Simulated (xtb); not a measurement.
C2H6ClFSi2, SMILES C=C(F)[Si@H]([SiH3])Cl. All values are semi-empirical tight-binding results from xtb (GFN2-xTB unless named), good for trends rather than for accurate numbers. Coordinates come from a GFN2-xTB optimisation. The structure was generated by enumeration; whether it is a known compound was not checked. The values are those of a single conformer.

Optimised geometry:

Bonds (Å): C1–C2 1.322, C1–H7 1.074, C1–H8 1.077, C2–F3 1.364, C2–Si4 1.902, Si4–Si5 2.322, Si4–Cl6 2.034, Si4–H9 1.468, Si5–H10 1.465, Si5–H11 1.466, Si5–H12 1.463. Angles (°): C2–C1–H7 120.0, C2–C1–H8 122.3, H7–C1–H8 117.7, C1–C2–F3 118.0, C1–C2–Si4 129.7, F3–C2–Si4 112.3, C2–Si4–Si5 110.3, C2–Si4–Cl6 105.4, C2–Si4–H9 105.0, Si5–Si4–Cl6 113.0, Si5–Si4–H9 116.6, Cl6–Si4–H9 105.7, Si4–Si5–H10 110.9, Si4–Si5–H11 112.2, Si4–Si5–H12 110.2, H10–Si5–H11 107.5, H10–Si5–H12 107.9, H11–Si5–H12 108.0.
Charge 0, spin multiplicity 1.

| Quantity | Value |
|---|---|
| orbital gap | 3.81 eV |
| dipole moment | 0.87 D |
| zero-point energy | 42.0 kcal/mol |
| G − E(el) at 298.15 K (modified RRHO) | 19.6 kcal/mol |
| static polarisability (D4 model) | 94.8 bohr³ |
| solvation energy, GFN2-xTB/ALPB(water) | -1.8 kcal/mol |
| solvation energy, GFN2-xTB/ALPB(chcl3) | -6.1 kcal/mol |

Q: Give the atomic charges and the Wiberg bond orders between heavy atoms. (The exact figures need the calculation; the answer reports its results.)

A: charges (e) C1 -0.10, C2 0.05, F3 -0.25, Si4 0.43, Si5 0.38, Cl6 -0.28, H7 0.05, H8 0.06, H9 -0.06, H10 -0.10, H11 -0.09, H12 -0.09. Bond orders C1–C2 1.92, C2–F3 0.96, C2–Si4 0.86, Si4–Si5 0.81, Si4–Cl6 1.07.
